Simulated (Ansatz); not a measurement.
Reaction (formal exchange of groups at the Se–C bond): `CSC[SeH]` + `Cl[CH2][GeH3]` → `Cl[CH2][GeH2][SeH]` + `CSC`

Isolated molecules relaxed with PBE0-D4/def2-TZVP in Ansatz; ΔE leaves out vibrations. CCSD(T)/CBS is the MP2 limit (def2-TZVPP, def2-QZVPP) plus CCSD(T) − MP2 in def2-TZVPP, frozen cores. Functionals use def2-TZVPP. B3LYP here is the variant with VWN-RPA as its local correlation; programs differ in this. For Ge, Se outer-core shells are correlated without core-valence functions, which leaves a few kJ/mol of doubt a bond. Scalar relativity is left out up to krypton. One conformer a species, not always the lowest.

| level | ΔE (kJ/mol) | difference from CCSD(T)/CBS |
| --- | --- | --- |
| ωB97X-V | -102.1 | -1.0 |
| B2PLYP | -103.1 | -2.0 |
| r2SCAN | -103.5 | -2.4 |
| B3LYP | -103.9 | -2.8 |
| MP2/def2-TZVPP | -101.7 | -0.6 |
| SCS-MP2/def2-TZVPP | -101.0 | 0.1 |
| CCSD/def2-TZVPP | -102.8 | -1.7 |
| CCSD(T)/def2-TZVPP | -100.3 | 0.8 |
| MP2/def2-QZVPP | -101.8 | -0.7 |
| HF/CBS(def2) | -113.5 | -12.4 |
| CCSD(T)/CBS | -101.1 | 0 |

Largest T1 diagnostic among the species: 0.010.

In def2-TZVPP, CCSD(T) changes the Hartree–Fock value by +14.1 kJ/mol (the triples alone add +2.5 kJ/mol) and MP2 by +12.7 kJ/mol. From PBE to PBE0 (25 % exact exchange), in def2-TZVPP and without D4, ΔE moves by −5.1 kJ/mol.
